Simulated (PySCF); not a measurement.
# C₆ coefficients of unlike pairs at UHF

Calculated with PySCF 2.14 from the dipole response of each species, C₆(A,B) = (3/π) ∫ α_A(iu) α_B(iu) du, in atomic units, from isotropic polarisabilities. For ions this is the dispersion term alone; charge-induced terms of lower order in 1/R come first.

```
species      configuration                                        basis      relativity  α (bohr³)  C₆ (like pair)
    Ar⁺  [Ne] 3s2 3p5 (2P)                      dyall-av3z (19s12p3d2f)   spin-free X2C      6.710           30.31
   Ne²⁺  [He] 2s2 2p4 (3P)                         aug-cc-pVDZ (4s3p2d)            none     0.8277           1.045
   Pd³⁺      [Kr] 4d7 (4F)  aug-cc-pwCVTZ-PP with ECP28MDF (8s8p7d4f3g)  core potential      4.079           18.22
     Be      [He] 2s2 (1S)                       aug-cc-pVTZ (5s4p3d2f)            none      45.48           281.8
```

(1) Estimate C₆ for Be with Ar⁺.

No spin-orbit coupling is included.

The other pairs:

| pair | C₆ |
| --- | --- |
| Pd³⁺, Ne²⁺ | 4.308 |
| Pd³⁺, Ar⁺ | 22.70 |
| Be, Pd³⁺ | 45.38 |
| Be, Ne²⁺ | 9.538 |
| Ne²⁺, Ar⁺ | 5.149 |

Results:

(1) The integral gives 69.85. The combination rule 2 C_A C_B / (C_A α_B/α_A + C_B α_A/α_B) gives 69.16 and the geometric mean 92.43.
